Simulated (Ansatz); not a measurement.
[GaCl4]- (GaCl4⁻). Charge -1, multiplicity 3. Geometry PBE-D4/def2-SVPD, that of the charge -1 singlet; atoms count from 1.

Cartesian coordinates in Å:
```
Ga 0.0000 0.0000 0.0000
Cl -0.0963 0.7412 2.1045
Cl -0.2811 1.7123 -1.4059
Cl -1.6128 -1.5087 -0.3324
Cl 1.9902 -0.9448 -0.3662
```

The highest occupied level of the charge -1 triplet lies above zero (up to 1.05 eV). By energy differences its removal costs 0.42 eV (vertical, to the charge 0 doublet, at PBE0-D4/def2-TZVPD); a positive level beside a positive removal energy at the same level points to self-interaction error. At PBE0-D4/def2-TZVPD a singlet of charge -1 lies 5.95 eV below the triplet at the same geometry.

Q: Estimate the Mulliken populations from the PBE0/def2-TZVPD orbitals of Ansatz.

A: 
| atom | charge (e) | spin (α − β) |
| --- | --- | --- |
| Ga1 | -0.17 | 1.23 |
| Cl2 | -0.21 | 0.19 |
| Cl3 | -0.21 | 0.19 |
| Cl4 | -0.21 | 0.19 |
| Cl5 | -0.21 | 0.19 |
Mulliken values and Mayer orders depend strongly on the basis. With diffuse functions, as here, like atoms can get unlike values, and bond orders can come out too low or too high.

Q: Where does the spin sit?

A: Summed by element: Ga 1.23, Cl 0.77, of 2 unpaired in all. Largest on single atoms: Ga1 1.23, Cl4 0.19, Cl5 0.19.
